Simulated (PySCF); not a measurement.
SMILES [SiH](C=C)(C)OC, GFN2-xTB optimised geometry.

```
16

Si    -0.87    -0.17     0.00
C      1.04    -0.17     0.00
C     -1.49    -1.23    -1.43
C     -0.81    -1.55    -2.53
O     -1.50    -0.67     1.42
C     -1.37    -1.90     2.06
H     -1.44     1.17     0.00
H      1.44    -1.17    -0.05
H      1.42     0.30     0.90
H      1.43     0.38    -0.85
H     -2.50    -1.61    -1.34
H     -1.23    -2.16    -3.32
H      0.20    -1.20    -2.69
H     -0.33    -2.07     2.37
H     -1.68    -2.73     1.41
H     -2.00    -1.89     2.95
```

Density from PBE0/def2-TZVP (PySCF 2.14.0) at that geometry.

Minimum of the electron density along straight lines between bonded atoms, close to the bond critical point (lines longer than 1.1 times the sum of covalent radii, or with two minima, are not listed):

```tsv
bond	length / Å	ρ at the minimum / e bohr⁻³	∇²ρ there / e bohr⁻⁵	position (fraction from the first atom)
Si1–C2	1.904	0.117	0.14	0.39
Si1–C3	1.893	0.118	0.18	0.39
C3–C4	1.324	0.355	-1.10	0.49
Si1–O5	1.632	0.140	0.89	0.41
O5–C6	1.396	0.264	-0.49	0.66
Si1–H7	1.460	0.128	0.18	0.49
C2–H8	1.088	0.273	-0.91	0.64
C2–H9	1.087	0.274	-0.91	0.64
C2–H10	1.085	0.274	-0.91	0.64
C3–H11	1.086	0.280	-0.97	0.64
C4–H12	1.080	0.287	-1.03	0.65
C4–H13	1.078	0.289	-1.04	0.64
C6–H14	1.093	0.283	-0.99	0.64
C6–H15	1.093	0.283	-0.99	0.64
C6–H16	1.091	0.286	-1.02	0.65
```
